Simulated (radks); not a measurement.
The numbers below are computed, except where a source is named.
The nuclear charge of neutral antimony is varied continuously with 51 electrons held in [Kr] 4d10 5s2 5p3. Level of theory: scalar-relativistic Kohn-Sham, PBEsol, spin-polarised, spherical densities, point nucleus; open shells are filled with parallel spins first (spin-orbit coupling, left out, can overturn this in heavy ions) (a radial shooting solver on a logarithmic mesh with Libxc functionals). By the Hellmann-Feynman theorem dE/dZ = E(electron-nucleus)/Z, the electronic potential at the nucleus. The scalar-relativistic energy here is not variational (the density holds large components alone), so the two differ by a part that grows with Z.

| Z | E (hartree) | E(electron-nucleus)/Z (hartree) | HOMO | e(HOMO) (eV) | <r> HOMO (bohr) |
|---|---|---|---|---|---|
| 50.8 | -6417.17396 | -305.632 | 5p | -3.928 | 2.985 |
| 51 | -6478.68148 | -307.307 | 5p | -5.471 | 2.868 |
| 51.2 | -6540.52710 | -308.982 | 5p | -7.114 | 2.766 |
| 51.4 | -6602.71077 | -310.656 | 5p | -8.847 | 2.676 |
| 51.6 | -6665.23247 | -312.331 | 5p | -10.667 | 2.595 |
| 51.8 | -6728.09226 | -314.005 | 5p | -12.567 | 2.523 |
| 52 | -6791.29021 | -315.680 | 5p | -14.545 | 2.456 |

The central difference of E at Z = 51 is -308.383 hartree, to compare with the third column; the second derivative is -8.45 hartree.
